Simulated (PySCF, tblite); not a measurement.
## BeF2 and fluoromethane

A gas-phase complex of BeF2 and fluoromethane; neutral, singlet. The structure comes from a short search (6 tight-binding starts) and was relaxed by PBE0-D3(BJ)/def2-SVPD; another way of binding may lie lower. Frequencies by PBE0-D3(BJ)/def2-SVPD show no clear imaginary mode.

Parts: 1 = BeF2 ([F][Be][F]), atoms 1–3; 2 = fluoromethane (CF), atoms 4–8.

| atom | part | x (Å) | y (Å) | z (Å) |
| --- | --- | --- | --- | --- |
| F1 | 1 | 0.716 | -1.028 | -0.578 |
| Be2 | 1 | 0.294 | 0.210 | -0.034 |
| F3 | 1 | -0.771 | 1.155 | 0.088 |
| C4 | 2 | 1.499 | 2.117 | 1.562 |
| F5 | 2 | 1.600 | 0.878 | 0.863 |
| H6 | 2 | 1.607 | 1.880 | 2.625 |
| H7 | 2 | 2.320 | 2.741 | 1.197 |
| H8 | 2 | 0.515 | 2.532 | 1.325 |

Contacts between parts, classed by geometry: Be2···F5 1.720 Å (coordination).

Deforming the relaxed parts to their shape here costs 7.6 kcal/mol, which the interaction energies leave out.

Interaction energies are complex less parts, with the parts frozen as they stand in it; counterpoise-corrected, in kcal/mol (PySCF).

Q: How strongly do the parts interact, level by level?

A: 
| level | interaction | superposition error removed |
| --- | --- | --- |
| wB97M-D3(BJ)/def2-TZVPD | -19.68 | -1.07 |
| PBE0-D3(BJ)/def2-TZVPD | -20.06 | -1.15 |

Q: What holds them together? Decompose the wB97M-D3(BJ)/def2-TZVPD energy: frozen parts, their antisymmetrised product, then relaxation.

A: electrostatic -31.3, Pauli repulsion +32.8, orbital relaxation -20.7, dispersion correction -1.5 kcal/mol, which sum to the value before the counterpoise correction; the Pauli term holds the exchange-correlation of the frozen density too. Of the attraction, 59 % is electrostatic, 39 % is orbital relaxation, 3 % is dispersion correction.

The parts were also relaxed and run alone, at the levels used for the complex: shieldings by PBE0/pcSseg-2; core levels by delta-SCF with SCAN, pcX-2 on the ionised atom and pcseg-1 elsewhere, spin-free X2C.

Q: How do these values change when the complex forms?

A: 
| property | alone | in the complex | change |
| --- | --- | --- | --- |
| shielding of Be2 (ppm) | 105.9 | 106.2 | +0.4 |
| shielding of F5 (ppm) | 465.8 | 434.5 | -31.3 |
| F1 1s core level (eV) | 692.85 | 691.25 | -1.60 |
| Be2 1s core level (eV) | 123.70 | 121.97 | -1.73 |
| F5 1s core level (eV) | 692.77 | 695.15 | +2.38 |

The 5 runs behind this took 5.6 min in all, one thread each of Arm Neoverse V1 on a shared host, launched as `OMP_NUM_THREADS=1 python cluster_run.py task.json out`.
